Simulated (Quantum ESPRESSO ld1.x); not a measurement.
The numbers below are computed, except where a source is named.
Question: Species: Au30+. Configuration: [Kr] 4d10 4f3 (the NIST ground configuration). Level of theory: Dirac Kohn-Sham, PBE, spin-unpolarised, spherical densities, point nucleus; open shells fill j = l - 1/2 first (ld1.x of Quantum ESPRESSO 7.5).

Spin-orbit splittings of the eigenvalues, e(l+1/2) - e(l-1/2), with zeta = 2 splitting/(2l+1) and mean radii in bohr:

shell  occ.  splitting (eV)  zeta (eV)  <r> j=l-1/2  <r> j=l+1/2
2p        6            1835       1223      0.05799      0.06655
3p        6           407.9      271.9       0.1730       0.1884
3d       10           87.54      35.02       0.1641       0.1688
4p        6           112.8      75.17       0.3869       0.4137
4d       10           22.82      9.128       0.4086       0.4163
4f        3               ?          ?       0.3946       0.3979
5p        0           40.38      26.92       0.7271       0.7638

Estimate the 4f splitting.

Answer: 5.995 eV (zeta = 1.713 eV).
